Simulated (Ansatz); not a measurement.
Cartesian coordinates in Å:
```
N 0.7672 -0.9898 1.6544
C 0.0073 -0.7471 0.5933
O 0.1161 0.2623 -0.0959
Al -1.1768 0.5198 -1.7685
O -0.4050 2.0435 -2.0635
H 1.4737 -0.3238 1.9235
H 0.6484 -1.8278 2.1954
H -0.7412 -1.5192 0.3628
H -0.6897 2.5822 -2.8017
```

Total charge 0; spin multiplicity 1. The bonds changed during the relaxation, so this is another structure than the one it started from.

List the PBE/def2-TZVPP orbital energies in eV (Ansatz). (An estimate is asked.)

Ansatz gave: Occupied: -1505.33, -511.02, -508.53, -382.60, -272.68, -105.47, -67.49, -67.48, -67.32, -27.42, -24.13, -22.86, -16.78, -15.19, -13.13, -12.15, -11.35, -10.46, -8.05, -8.00, -7.06, -6.30, -3.86. Lowest empty: -1.85, -0.61, -0.57, -0.05, 0.69, 1.11, 1.94, 2.73.
